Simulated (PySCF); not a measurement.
A species of formula C4H7B has this rotational fingerprint, computed with PySCF, PBE0-D3(BJ)/def2-SVP geometry optimisation, gas phase:

- Rotational constants: A = 23493, B = 2094, C = 1969 MHz
- Dipole components: |μa| = 0.29 D, |μb| = 0.49 D, |μc| = 0.01 D
- Inertial defect: -6.19 u·Å²
- κ: -0.99

Problem. Which candidate fits, each taken in the one conformer that was computed?
A. `[BH2:1]/[CH:2]=[CH:3]\[CH:4]=[CH2:5]` with C2–C3–C4–C5 180°
B. `CC#CBC`
C. `[BH2:1][CH2:2][C:3]#[C:4][CH3:5]` with H–B1–C2–C3 179° and -1°
D. `[BH2:1][C@H:2]1[CH:3]=[CH:4][CH2:5]1` with H–B1–C2–C3 38° and -148°

Solution. C. It is BCC#CC, a near-prolate asymmetric top. The candidates at the same level (rigid rotor, commonest isotopes):

```csv
SMILES,A (MHz),B (MHz),C (MHz),μa (D),μb (D),μc (D),Δ (u·Å²),point group,rotor
B/C=C\C=C,16401,2788,2383,1.83,0.75,0.00,0.00,Cs,near-prolate asymmetric top
B[C@H]1C=CC1,10893,4715,3633,0.46,0.13,0.39,-14.47,–,asymmetric top
BCC#CC,23493,2094,1969,0.29,0.49,0.01,-6.19,–,near-prolate asymmetric top
CBC#CC,25876,1913,1821,1.39,0.82,0.01,-6.25,near Cs,near-prolate asymmetric top
```

`B[C@H]1C=CC1` has B 125 % too high; `CBC#CC` has A 10 % too high; `B/C=C\C=C` has B 33 % too high. No structure here is proved a minimum.
